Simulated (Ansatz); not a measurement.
CH₇GaInN, SMILES `C[NH][GaH][InH2]` at its PBE0-D4/def2-TZVP geometry, where that method's forces vanish. Charge 0, multiplicity 1. In takes the def2 core potential.

```xyz
11

C     1.3949   -0.9975    0.3995
N     0.9291   -0.5058   -0.8719
Ga   -0.5303    0.5297   -1.2255
In   -2.0234    1.2556    0.7929
H     2.3998   -0.6344    0.6497
H     1.4170   -2.0936    0.4451
H     0.7265   -0.6593    1.1975
H     1.5138   -0.7935   -1.6418
H    -0.6972    0.8562   -2.7573
H    -1.7519    2.7259    1.6747
H    -3.3784    0.3168    1.3370
```

(1) What forces (eV/Å) does B3LYP-D4/def2-TZVPP give on these atoms in Ansatz? (Best estimate.)

## Answers

(1) Ansatz gave: 
```
C1   0.092 -0.103  0.284
N2   0.095 -0.039 -0.180
Ga3 -0.158  0.126 -0.138
In4  0.005 -0.004  0.006
H5  -0.043 -0.025 -0.005
H6   0.008  0.049  0.006
H7   0.042 -0.023 -0.034
H8   0.007 -0.002 -0.014
H9   0.011 -0.008  0.003
H10  0.002  0.059  0.043
H11 -0.059 -0.030  0.030
```

B3LYP here is the variant with VWN-RPA as its local correlation; programs differ in this.
